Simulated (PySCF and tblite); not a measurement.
Results of a calculation; reference values are marked as such.
C9H10O, numbered as in [CH2:1]=[CH:2][CH2:3][O:4][c:5]1[cH:6][cH:7][cH:8][cH:9][cH:10]1.

Free energies: CAM-B3LYP-D3(BJ)/def2-SVPD (IEF-PCM, chloroform) on PBE0-D3(BJ)/def2-SVP structures plus GFN2-xTB thermal terms, symmetry and mirror images included. Conformers within 3 kcal/mol (GFN2-xTB free energy) were kept, 7 at most. Programs: PySCF with density fitting and tblite.

Rotational constants are equilibrium values for the commonest isotopes; dipoles come from the energy level named and are polarised by its solvent model.

Torsions listed: C1–C2–C3–O4, C2–C3–O4–C5, C3–O4–C5–C6. Of a mirror pair one member is shown.

```
conformer               shape   symmetry
        1  -132°, -176°, 178°  C1 (pair)
        2     0°, 179°, -179°         Cs
        3       -4°, -82°, 7°  C1 (pair)
        4   -142°, 74°, -179°  C1 (pair)
        5  -128°, -81°, -179°  C1 (pair)
```

**Question.** Give the rotational constants and dipole components.

**Answer.** 
```tsv
conformer	A (MHz)	B (MHz)	C (MHz)	abs μa (D)	abs μb (D)	abs μc (D)	κ	Ic−Ia−Ib (u Å²)
1	4629	627	563	0.77	1.39	0.20	-0.97	-16.3
2	4196	695	598	0.34	1.64	0.01	-0.95	-3.2
3	2965	860	778	1.01	1.03	0.91	-0.93	-108.5
4	2969	834	693	1.30	0.99	0.34	-0.88	-46.8
5	3591	720	645	1.01	1.21	0.47	-0.95	-58.5
```

**Question.** Which type of transition is strongest for conformer 1?

**Answer.** b-type, since that component is clearly the largest; the top is near-prolate.
